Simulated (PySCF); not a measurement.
# Ar¹⁶⁺ (argon, charge +16): Hartree-Fock from Schrödinger to Dirac-Coulomb-Breit

Occupied: 1s1/2. Hartree-Fock calculated with PySCF 2.14 in an uncontracted even-tempered set (16 s from 1.1 bohr⁻², ratio 2.7; 10 p from 1.3 bohr⁻², ratio 2.7), Gaussian nucleus throughout. NR is non-relativistic, sf-X2C the spin-free one-electron X2C Hamiltonian, X2C adds the bare one-electron spin-orbit term, X2C-SNSO screens it by Boettger's factors, DC is four-component Dirac-Coulomb, and the Gaunt and Breit terms are added at first order (total energies over the DC spinors, levels after relaxing the spinors in that mean field). QED terms are absent. Levels marked empty are virtual spinors of this ion.

```tsv
Hamiltonian	E (hartree)	E − E(DC) (hartree)	CPU seconds
NR	-312.8586	1.3390	0.13
sf-X2C	-314.1609	0.0367	0.07
X2C	-314.1609	0.0367	0.06
X2C-SNSO	-314.1609	0.0367	0.07
DC	-314.1976	0.0000	1.2
DC+Gaunt	-314.1236	0.0740	2.2
DC+Breit	-314.1236	0.0740	19
```

```
   level (eV)       NR   sf-X2C      X2C  X2C-SNSO       DC  DC+Gaunt  DC+Breit
        1s1/2  -4106.6  -4122.9  -4122.9   -4122.9  -4123.9   -4121.9   -4121.9
2s1/2 (empty)  -913.81  -918.34  -918.34   -918.34  -918.43   -918.24   -918.26
2p1/2 (empty)  -882.41  -884.19  -886.65   -886.51  -886.44   -886.06   -886.12
2p3/2 (empty)  -882.41  -884.19  -882.98   -883.04  -883.11   -882.90   -882.97
3s1/2 (empty)  -397.96  -399.52  -399.52   -399.52  -399.54   -399.49   -399.49
```

```
interval (eV)    X2C  X2C-SNSO     DC  DC+Gaunt  DC+Breit
2p3/2 − 2p1/2  3.670     3.465  3.332     3.154     3.154
```

Weight of the small component: 1s1/2 0.00418, 2s1/2 0.000908, 2p1/2 0.000893, 2p3/2 0.000889, 3s1/2 0.000392.

Koopmans' value for the highest occupied level at DC+Breit: 4121.9 eV, against an ionisation energy of 4120.7 eV (theoretical estimate listed by NIST; NIST Atomic Spectra Database, ionization energies); the former lacks relaxation, correlation, QED and recoil.

The whole ladder took 24 s of wall time on 1 thread of Intel(R) Xeon(R) Platinum 8488C (shared host), launched as `OMP_NUM_THREADS=1 python relrun2.py TASK.json OUT` (a driver that calls PySCF for each Hamiltonian).

Dirac-Coulomb iterations, started from the X2C spinors:

```
with_ssss True, with_gaunt False, with_breit False
light speed = 137.03599967994
init E= -314.081844785057
cycle= 1 E= -314.197575963342  delta_E= -0.116  |g|= 0.0503  |ddm|= 0.00579
cycle= 2 E= -314.19757676183  delta_E= -7.98e-07  |g|= 0.000197  |ddm|= 6.76e-05
cycle= 3 E= -314.197576761879  delta_E= -4.86e-11  |g|= 1.55e-06  |ddm|= 1.49e-06
```
